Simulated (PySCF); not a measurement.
## Atomic charges against the basis set

ClH5SSi2.
Geometry (PBE0-D3(BJ)/def2-SVP, Å), atoms numbered from 1 in this order:
```xyz
9
ClH5SSi2 angstrom
Si     0.5009    0.2710   -1.6988
S      2.1397    1.5979   -2.1762
Si     3.6859    0.5899   -1.1106
Cl     3.7849   -1.4054   -1.6592
H     -0.7376    1.0760   -1.8882
H      0.6185   -0.1802   -0.2806
H      0.4832   -0.9106   -2.6046
H      4.9616    1.2613   -1.4685
H      3.4430    0.6155    0.3568
```

PBE0 throughout (PySCF), one geometry, spherical d and f functions. One conformer (not necessarily the lowest) at the PBE0-D3(BJ)/def2-SVP geometry, without solvent, vibrations or thermal averaging. Atoms taken as equivalent share a column and are averaged.

Mulliken charges (e):

| basis | functions | Si1 | S2 | Si3 | Cl4 | H5/H6/H7 | H8/H9 |
| --- | --- | --- | --- | --- | --- | --- | --- |
| STO-3G | 41 | +0.437 | -0.162 | +0.559 | -0.356 | -0.102 | -0.087 |
| 6-31G | 62 | +0.455 | -0.384 | +0.507 | -0.281 | -0.066 | -0.050 |
| pcSseg-0 | 62 | +0.349 | -0.583 | +0.583 | -0.365 | -0.005 | +0.016 |
| 6-31G* | 82 | +0.322 | -0.349 | +0.429 | -0.250 | -0.035 | -0.024 |
| def2-SVP | 97 | +0.352 | -0.403 | +0.503 | -0.258 | -0.042 | -0.034 |
| cc-pVDZ | 97 | +0.219 | -0.281 | +0.337 | -0.216 | -0.015 | -0.007 |
| pcSseg-1 | 121 | +0.431 | -0.489 | +0.585 | -0.319 | -0.047 | -0.033 |
| aug-cc-pVDZ | 153 | -0.498 | -0.576 | +0.117 | -0.386 | +0.266 | +0.272 |
| 6-311+G(2d,p) | 170 | +0.239 | -0.200 | +0.287 | -0.182 | -0.032 | -0.024 |
| def2-TZVP | 178 | +0.169 | -0.286 | +0.342 | -0.233 | +0.001 | +0.003 |
| cc-pVTZ | 206 | +0.172 | -0.251 | +0.316 | -0.213 | -0.005 | -0.004 |
| IGLO-III | 226 | +0.793 | -0.674 | +0.979 | -0.381 | -0.143 | -0.143 |

IAO charges (e):

| basis | functions | Si1 | S2 | Si3 | Cl4 | H5/H6/H7 | H8/H9 |
| --- | --- | --- | --- | --- | --- | --- | --- |
| STO-3G | 41 | +0.517 | -0.278 | +0.589 | -0.305 | -0.111 | -0.095 |
| 6-31G | 62 | +0.371 | -0.342 | +0.533 | -0.286 | -0.055 | -0.055 |
| pcSseg-0 | 62 | +0.349 | -0.357 | +0.524 | -0.276 | -0.046 | -0.051 |
| 6-31G* | 82 | +0.511 | -0.397 | +0.687 | -0.312 | -0.096 | -0.100 |
| def2-SVP | 97 | +0.525 | -0.402 | +0.703 | -0.305 | -0.102 | -0.108 |
| cc-pVDZ | 97 | +0.509 | -0.400 | +0.692 | -0.312 | -0.096 | -0.101 |
| pcSseg-1 | 121 | +0.523 | -0.405 | +0.703 | -0.315 | -0.099 | -0.104 |
| aug-cc-pVDZ | 153 | +0.512 | -0.405 | +0.698 | -0.318 | -0.096 | -0.100 |
| 6-311+G(2d,p) | 170 | +0.541 | -0.412 | +0.721 | -0.320 | -0.104 | -0.108 |
| def2-TZVP | 178 | +0.550 | -0.417 | +0.736 | -0.322 | -0.107 | -0.113 |
| cc-pVTZ | 206 | +0.537 | -0.414 | +0.724 | -0.321 | -0.103 | -0.108 |
| IGLO-III | 226 | +0.545 | -0.413 | +0.724 | -0.317 | -0.106 | -0.111 |

Hirshfeld charges (e):

| basis | functions | Si1 | S2 | Si3 | Cl4 | H5/H6/H7 | H8/H9 |
| --- | --- | --- | --- | --- | --- | --- | --- |
| STO-3G | 41 | +0.341 | -0.150 | +0.454 | -0.296 | -0.074 | -0.064 |
| 6-31G | 62 | +0.277 | -0.182 | +0.312 | -0.149 | -0.054 | -0.048 |
| pcSseg-0 | 62 | +0.292 | -0.179 | +0.330 | -0.151 | -0.060 | -0.056 |
| 6-31G* | 82 | +0.282 | -0.172 | +0.309 | -0.132 | -0.059 | -0.055 |
| def2-SVP | 97 | +0.288 | -0.143 | +0.307 | -0.112 | -0.069 | -0.067 |
| cc-pVDZ | 97 | +0.285 | -0.148 | +0.308 | -0.119 | -0.066 | -0.063 |
| pcSseg-1 | 121 | +0.291 | -0.160 | +0.319 | -0.124 | -0.067 | -0.063 |
| aug-cc-pVDZ | 153 | +0.283 | -0.151 | +0.307 | -0.114 | -0.066 | -0.063 |
| 6-311+G(2d,p) | 170 | +0.286 | -0.152 | +0.305 | -0.114 | -0.067 | -0.063 |
| def2-TZVP | 178 | +0.282 | -0.146 | +0.302 | -0.110 | -0.066 | -0.064 |
| cc-pVTZ | 206 | +0.281 | -0.148 | +0.303 | -0.113 | -0.066 | -0.063 |
| IGLO-III | 226 | +0.274 | -0.135 | +0.294 | -0.104 | -0.067 | -0.064 |

ESP-fitted charges (e):

```json
{"basis": "STO-3G", "functions": "41", "Si1": "+0.370", "S2": "-0.248", "Si3": "+0.522", "Cl4": "-0.323", "H5/H6/H7": "-0.067", "H8/H9": "-0.059"}
{"basis": "6-31G", "functions": "62", "Si1": "+0.437", "S2": "-0.407", "Si3": "+0.448", "Cl4": "-0.262", "H5/H6/H7": "-0.060", "H8/H9": "-0.018"}
{"basis": "pcSseg-0", "functions": "62", "Si1": "+0.468", "S2": "-0.455", "Si3": "+0.576", "Cl4": "-0.284", "H5/H6/H7": "-0.068", "H8/H9": "-0.051"}
{"basis": "6-31G*", "functions": "82", "Si1": "+0.272", "S2": "-0.255", "Si3": "+0.183", "Cl4": "-0.160", "H5/H6/H7": "-0.031", "H8/H9": "+0.026"}
{"basis": "def2-SVP", "functions": "97", "Si1": "+0.244", "S2": "-0.219", "Si3": "+0.165", "Cl4": "-0.131", "H5/H6/H7": "-0.031", "H8/H9": "+0.017"}
{"basis": "cc-pVDZ", "functions": "97", "Si1": "+0.176", "S2": "-0.179", "Si3": "+0.085", "Cl4": "-0.124", "H5/H6/H7": "-0.013", "H8/H9": "+0.040"}
{"basis": "pcSseg-1", "functions": "121", "Si1": "+0.327", "S2": "-0.271", "Si3": "+0.227", "Cl4": "-0.166", "H5/H6/H7": "-0.047", "H8/H9": "+0.012"}
{"basis": "aug-cc-pVDZ", "functions": "153", "Si1": "+0.160", "S2": "-0.157", "Si3": "+0.025", "Cl4": "-0.109", "H5/H6/H7": "-0.010", "H8/H9": "+0.055"}
{"basis": "6-311+G(2d,p)", "functions": "170", "Si1": "+0.156", "S2": "-0.145", "Si3": "+0.004", "Cl4": "-0.102", "H5/H6/H7": "-0.010", "H8/H9": "+0.058"}
{"basis": "def2-TZVP", "functions": "178", "Si1": "+0.173", "S2": "-0.150", "Si3": "+0.042", "Cl4": "-0.103", "H5/H6/H7": "-0.016", "H8/H9": "+0.044"}
{"basis": "cc-pVTZ", "functions": "206", "Si1": "+0.187", "S2": "-0.162", "Si3": "+0.065", "Cl4": "-0.111", "H5/H6/H7": "-0.019", "H8/H9": "+0.039"}
{"basis": "IGLO-III", "functions": "226", "Si1": "+0.134", "S2": "-0.125", "Si3": "-0.050", "Cl4": "-0.075", "H5/H6/H7": "-0.006", "H8/H9": "+0.068"}
```

Some averages cover members that differ in this geometry, most widely: H5/H6/H7, Mulliken in aug-cc-pVDZ +0.188 to +0.335; H8/H9, Mulliken in aug-cc-pVDZ +0.218 to +0.326; H8/H9, ESP-fitted in IGLO-III +0.049 to +0.087; H8/H9, ESP-fitted in aug-cc-pVDZ +0.037 to +0.073 e.

Task: Which scheme is steadiest as the basis changes?

Result: Largest range over the bases for any column: Hirshfeld 0.19 e, IAO 0.21 e, ESP-fitted 0.63 e, Mulliken 1.29 e. Hirshfeld charges move least and Mulliken charges most, counted in e. Without the minimal STO-3G basis the ranges are Hirshfeld 0.05, IAO 0.21, ESP-fitted 0.63, Mulliken 1.29 e.

Task: How much do the charges still move between the two largest bases, cc-pVTZ and IGLO-III?

Result: At most, over all atoms: Mulliken 0.663 e, IAO 0.008 e, Hirshfeld 0.013 e, ESP-fitted 0.115 e.

Task: What do the same runs give for the total energy, the frontier levels and the dipole moment?

Result: 
| basis | energy (Eh) | HOMO (eV) | LUMO (eV) | μ (D) |
| --- | --- | --- | --- | --- |
| STO-3G | -1423.8382 | -4.15 | 4.15 | 2.17 |
| 6-31G | -1439.7296 | -7.80 | -0.51 | 1.75 |
| pcSseg-0 | -1438.2109 | -8.05 | -0.55 | 1.78 |
| 6-31G* | -1439.8558 | -7.76 | -0.30 | 1.24 |
| def2-SVP | -1439.4828 | -7.73 | -0.06 | 0.98 |
| cc-pVDZ | -1439.9370 | -7.70 | -0.13 | 1.02 |
| pcSseg-1 | -1439.8770 | -7.87 | -0.37 | 1.18 |
| aug-cc-pVDZ | -1439.9455 | -7.76 | -0.58 | 0.97 |
| 6-311+G(2d,p) | -1439.9830 | -7.78 | -0.58 | 0.94 |
| def2-TZVP | -1439.9885 | -7.79 | -0.34 | 0.88 |
| cc-pVTZ | -1440.0035 | -7.79 | -0.30 | 0.91 |
| IGLO-III | -1439.9757 | -7.70 | -0.24 | 0.81 |

The dipole is fixed by the density alone, so its range of 1.36 D shows that the density itself changes with the basis, not only its division among atoms.
